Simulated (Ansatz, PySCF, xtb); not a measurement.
Complex: C2H4 (SMILES C=C) (first 6 atoms) with C2H6O (SMILES COC); geometry from B3LYP-D3(BJ)/def2-TZVP, rigid monomers moved along the line of their centres of mass till H3···O8 is 4.40 Å.
(charge 0, multiplicity 1):
```
atom    x (Å)    y (Å)    z (Å)
----  -------  -------  -------
C     -0.4438   0.2633   0.8613
C      0.7143  -0.1490   0.3659
H     -0.8217  -0.1025   1.8083
H     -1.0555   0.9864   0.3343
H      1.0965   0.2170  -0.5796
H      1.3275  -0.8756   0.8856
C     -0.6798   0.9775   6.5175
O     -0.6564  -0.3970   6.1976
C      0.6515  -0.9271   6.2025
H     -0.1051   1.5657   5.7910
H     -0.2696   1.1606   7.5191
H     -1.7198   1.2997   6.4949
H      1.2932  -0.4112   5.4773
H      0.5777  -1.9790   5.9306
H      1.1113  -0.8446   7.1959
```

Interaction energies are E(AB) − E(A) − E(B) at the monomers' geometry in the complex; basis-set methods are counterpoise corrected.

Codes used: Ansatz (Gaussian orbitals); PySCF for the dispersion terms; xtb for the GFN methods. Each number belongs to the level named beside it.

Task: What is the computed interaction energy (GFN2-xTB)?

Result: -14 meV

Ansatz is an electronic-structure program.
